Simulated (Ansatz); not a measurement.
Born–Oppenheimer molecular dynamics of C2H8BClO (13 atoms, charge 0, multiplicity 1). It starts at the highest image of a converged band, a first-order saddle point between two minima.

These are results of Ansatz, RKS B3LYP/6-31G*, not measurements.

```yaml
ensemble: NVE (velocity Verlet)
time_step: 0.5 fs
steps_asked: 200
starting_velocities_drawn_for: 300 K
seed: 10752
```

First frame:

```xyz
13
Properties=species:S:1:pos:R:3
B -0.002 -0.054 -0.089
H 0.396 0.683 0.771
Cl 1.216 -0.207 -1.484
C -1.546 0.053 -0.525
H -2.146 -0.837 -0.279
H -2.036 0.898 -0.025
H -1.657 0.206 -1.604
O 0.226 -1.531 0.755
C -0.061 -2.808 0.127
H 0.274 -3.602 0.798
H -1.127 -2.904 -0.095
H 0.519 -2.815 -0.793
H -0.255 -1.450 1.596
```

**Question.** How far do the bonds stretch over the last three quarters of this one trajectory? (Pairs bonded in most of those frames.)

**Answer.** 
| bond | mean (Å) | spread (Å) | shortest | longest |
| --- | --- | --- | --- | --- |
| B1–H2 | 1.203 | 0.022 | 1.17 | 1.24 |
| B1–Cl3 | 1.852 | 0.025 | 1.80 | 1.89 |
| B1–C4 | 1.596 | 0.013 | 1.58 | 1.63 |
| B1–O8 | 1.749 | 0.022 | 1.70 | 1.77 |
| C4–H5 | 1.100 | 0.004 | 1.09 | 1.11 |
| C4–H6 | 1.100 | 0.017 | 1.07 | 1.13 |
| C4–H7 | 1.102 | 0.026 | 1.06 | 1.14 |
| O8–C9 | 1.449 | 0.013 | 1.43 | 1.47 |
| O8–H13 | 0.969 | 0.011 | 0.95 | 0.99 |
| C9–H10 | 1.095 | 0.014 | 1.07 | 1.12 |
| C9–H11 | 1.095 | 0.025 | 1.06 | 1.13 |
| C9–H12 | 1.092 | 0.023 | 1.05 | 1.13 |

Mean temperature of the second half: 166 K. The conserved energy stayed within 0.18 meV per atom of its start (net change 0.11 meV per atom), so the integration is sound. A run of 0.1 ps of so small a system gives no equilibrium averages. The orbitals stay closed-shell, which can raise the energy where a bond breaks towards radicals; this wasn't checked here.

Run time: 11 min on 2 threads of AMD EPYC 7R43 64-Core Processor (Zen 3) (shared host), peak memory 0.22 GiB.
